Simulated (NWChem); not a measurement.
CH₃ClMg; SMILES [Mg]([CH3])[Cl]

All runs: NWChem. Pople sets run with spherical d functions. STO-3G and 3-21G are far too small for this property and stand as cheap habits. Coordinates come from a PBE-D3(BJ)/def2-SVP optimisation. B3LYP is NWChem's, with the RPA form of VWN correlation. Field at 589 nm.

```tsv
level	isotropic polarisability (bohr³)	anisotropy (bohr³)	relative time
B3LYP/STO-3G	19.1	26.9	1
B3LYP/6-31G*	47.8	30.1	5
B3LYP/def2-SVP	47.6	24.5	3
B3LYP/def2-SVPD	58.0	29.0	7
B3LYP/aug-cc-pVDZ	58.5	31.6	30
B3LYP/def2-TZVPD	59.6	30.8	40
```

The last column is a rough cost ratio, cheapest run = 1.
